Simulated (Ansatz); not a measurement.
Reaction (ligand exchange at the Sn–O bond): `[OH][SnH2][Cl]` + `N=C=O` → `O=C=[N][SnH2][Cl]` + H₂O

Calculated with Ansatz (gas phase, PBE0-D4/def2-TZVP geometries, no zero-point term in ΔE). CBS: MP2 limit from def2 TZ/QZ plus the TZ coupled-cluster correction, frozen cores. This one scheme is used for every species. Functionals use def2-TZVPP. HSE06 is defined as in plane-wave codes. Elements past krypton have def2 core potentials. For Sn outer-core shells are correlated without core-valence functions, which leaves a few kJ/mol of doubt a bond. One conformer a species, not always the lowest.

Task: Is it downhill or uphill in electronic energy at CCSD(T)/CBS, and by how much? (Estimate.)

Result: The calculation gave: Downhill: ΔE = -0.29 eV.

Task: What do these levels give: LDA (SPW92), HSE06-D4, B2PLYP, PBE-QIDH, PBE, r2SCANh, r2SCAN0, BHLYP, RPA@PBE/def2-TZVPP, CCSD/def2-SVP, HF/def2-TZVPP, SCS-MP2/def2-TZVPP? (Best estimate.)

Result: Ansatz gave: LDA (SPW92) -0.14, HSE06-D4 -0.25, B2PLYP -0.22, PBE-QIDH -0.30, PBE -0.13, r2SCANh -0.20, r2SCAN0 -0.24, BHLYP -0.25, RPA@PBE/def2-TZVPP -0.28, CCSD/def2-SVP -0.29, HF/def2-TZVPP -0.35, SCS-MP2/def2-TZVPP -0.31 eV.

Largest T1 diagnostic among the species: 0.018.

From PBE to PBE0 (25 % exact exchange), in def2-TZVPP and without D4, ΔE moves by −0.09 eV. Leaving LDA and LC-ωPBE aside and taking each functional with its dispersion term where it has one, the values, not all of them listed here, spread over 0.15 eV, from BHLYP-D4 to BLYP-D4. The D4 term adds −0.05 eV with B3LYP and −0.03 eV with PBE0; it sums over pairs of atoms, weighted by their polarisabilities, and B3LYP, whose exchange is more repulsive, gets the larger term.

B3LYP here is the variant with VWN-RPA as its local correlation; programs differ in this.
